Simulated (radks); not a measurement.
Valence configurations of Mg (all share [Ne]). All-electron calculation, non-relativistic Kohn-Sham, PBEsol, spin-polarised, spherical densities, point nucleus; open shells are filled with parallel spins first. Program: a radial shooting solver on a logarithmic mesh with Libxc functionals. Energies are relative to 3s2; eigenvalues in eV for spin up.

| valence | E (eV) | moment (Bohr magnetons) | e(3p) | e(3s) |
|---|---|---|---|---|
| 3s2 | 0.000 | 0 | - | -4.673 |
| 3s1.5 3p0.5 | 1.505 | 1 | -1.975 | -5.486 |
| 3s1 3p1 | 2.652 | 2 | -2.409 | -6.094 |
| 3p2 | 6.378 | 2 | -2.997 | - |
| 3s0.5 3p1.5 | 4.506 | 2 | -2.718 | -6.445 |

NIST lists [Ne] 3s2 as the ground configuration; this level of theory agrees among the configurations tried. The energies are those of spherical high-spin densities, not of single terms.
